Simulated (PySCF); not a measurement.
SnF3, SMILES [F][Sn]([F])[F], multiplicity 2. Atoms are numbered in the order given.

```xyz
4

Sn     0.0000     0.0000     0.2706
F      1.5408    -0.8896    -0.5011
F     -1.5408    -0.8896    -0.5011
F      0.0000     1.7791    -0.5011
```
Charge 0, spin multiplicity 2.

Geometry optimised at r2SCAN-D4/def2-SVP. The multiplicity is an assumed one; other spin states were not compared. The isomer is the one that the SMILES or the coordinates give; other isomers of the formula were not compared. The def2 effective core potentials stand for the cores of Sn; spin–orbit coupling is left out.

Method: r2SCAN/def2-TZVPD (PySCF).

Mulliken values depend strongly on the basis, most of all with diffuse functions as here. ESP charges are fitted to the potential on shells at 1.4 to 2.0 van der Waals radii. Atomic charges (e):

```
atom  ESP fit  Mulliken  Mulliken spin
----  -------  --------  -------------
Sn1         …      1.57           0.73
F2          …     -0.52           0.09
F3          …     -0.52           0.09
F4          …     -0.52           0.09
```

Some entries are withheld; supply them. (The exact figures need the calculation; the answer reports its results.)


- Sn1, ESP fit: 0.89
- F2, ESP fit: -0.30
- F3, ESP fit: -0.30
- F4, ESP fit: -0.30
